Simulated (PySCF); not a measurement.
A species of formula [C7H10NO2]- has this rotational fingerprint, computed with PBE0-D3(BJ)/def2-SVP geometry optimisation, gas phase in PySCF:

```
Rotational constants                         : A = 1991, B = 933.1, C = 727.5 MHz
Dipole components (about the centre of mass) : |μa| = 1.71 D, |μb| = 2.94 D, |μc| = 0.00 D
Inertial defect                              : -100.75 u·Å²
κ                                            : -0.67
```

Question: Which candidate fits, each taken in the one conformer that was computed?
A. `[CH3:1]/[N:2]=[CH:3]\[CH2:4]/[C:5]([O-:6])=[CH:7]/[C:8]([CH3:9])=[O:10]` (charge -1) with N2–C3–C4–C5 106°, C3–C4–C5–O6 76°, C5–C7–C8–C9 -1°
B. `[CH3:1][N:2]([CH3:3])[C:4](/[CH:5]=[CH:6]\[O-:7])=[CH:8]/[CH:9]=[O:10]` (charge -1) with N2–C4–C5–C6 -1°, C4–C8–C9–O10 0°

Answer: B. It is CN(C)C(/C=C\[O-])=C/C=O, an asymmetric top, point group Cs. The candidates at the same level (rigid rotor, commonest isotopes):

| SMILES | A (MHz) | B (MHz) | C (MHz) | μa (D) | μb (D) | μc (D) | Δ (u·Å²) | point group | rotor |
| --- | --- | --- | --- | --- | --- | --- | --- | --- | --- |
| CN(C)C(/C=C\[O-])=C/C=O | 1991 | 933.1 | 727.5 | 1.71 | 2.94 | 0.00 | -100.75 | Cs | asymmetric top |
| C/N=C\C/C([O-])=C/C(C)=O | 2221 | 721.8 | 594.2 | 4.17 | 0.28 | 1.20 | -77.17 | C1 | asymmetric top |

`C/N=C\C/C([O-])=C/C(C)=O` has B 23 % too low. In the right answer the mirror of this Cs structure is the ab plane, so μc vanishes by symmetry (the 0.02 D computed is a residue). No structure here is proved a minimum.
